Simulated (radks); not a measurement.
The numbers below are computed, except where a source is named.
Tb XXII, configuration [Kr] 4d8. Level of theory: Dirac Kohn-Sham, BLYP, spin-unpolarised, spherical densities, finite nucleus; open shells fill j = l - 1/2 first; Fermi nuclear charge, rms radius 5.06 fm (a radial shooting solver on a logarithmic mesh with Libxc functionals).

Spin-orbit splittings of the eigenvalues, e(l+1/2) - e(l-1/2), with zeta = 2 splitting/(2l+1) and mean radii in bohr:

| shell | occ. | splitting (eV) | zeta (eV) | <r> j=l-1/2 | <r> j=l+1/2 |
|---|---|---|---|---|---|
| 2p | 6 | 746.6 | 497.7 | 0.07590 | 0.08285 |
| 3p | 6 | 155.0 | 103.4 | 0.2280 | 0.2410 |
| 3d | 10 | 33.82 | 13.53 | 0.2132 | 0.2173 |
| 4p | 6 | 40.07 | 26.71 | 0.5201 | 0.5433 |
| 4d | 8 | 8.046 | 3.218 | 0.5499 | 0.5568 |
| 5p | 0 | 13.42 | 8.949 | 1.000 | 1.034 |
